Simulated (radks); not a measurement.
Task: The tin anion Sn4-, [Xe], held by a Watson sphere: a shell of charge +5.78 at radius R that stands for the Madelung well of a crystal (potential energy -5.78/R inside, -5.78/r outside, in hartree with lengths in bohr). Method: scalar-relativistic Kohn-Sham, LB94 model potential, spin-unpolarised, spherical densities, finite nucleus; Fermi nuclear charge, rms radius of each element as measured or else 0.836 A^(1/3) + 0.57 fm; computed with a radial shooting solver on a logarithmic mesh with Libxc functionals. Response by self-consistent Sternheimer equations with the Hartree and adiabatic LDA kernel, the relativistic mass of each level held fixed and spin-orbit coupling left out. The sphere does not respond.

R (bohr)  e(4d) (eV)  e(5s) (eV)  e(5p) (eV)  <r> 5p (bohr)  sum of <r^2> (bohr^2)  X-ray form factor at sin(theta)/lambda = 0.1 1/angstrom  alpha (bohr^3)
2.39         -49.262     -34.678     -26.371          2.569                  79.18                                                   49.029           28.61
3.04         -43.696     -29.338     -22.425          2.917                  93.95                                                   48.400           47.99
4.14         -38.654     -23.204     -17.179          3.495                  121.6                                                   47.518           109.8
4.34         -38.005     -22.394     -16.421          3.597                  127.0                                                   47.389           126.5
5.78         -34.559     -18.315     -12.286          4.313                  169.2                                                   46.749           320.7
5.98         -34.205     -17.922     -11.855          4.409                  175.7                                                   46.697           360.2

Estimate the row for R = 3.74 bohr.

Result: e(4d) (eV) -40.140; e(5s) (eV) -25.074; e(5p) (eV) -18.865; <r> 5p (bohr) 3.287; sum of <r^2> (bohr^2) 111.2; X-ray form factor at sin(theta)/lambda = 0.1 1/angstrom 47.805; alpha (bohr^3) 82.06.
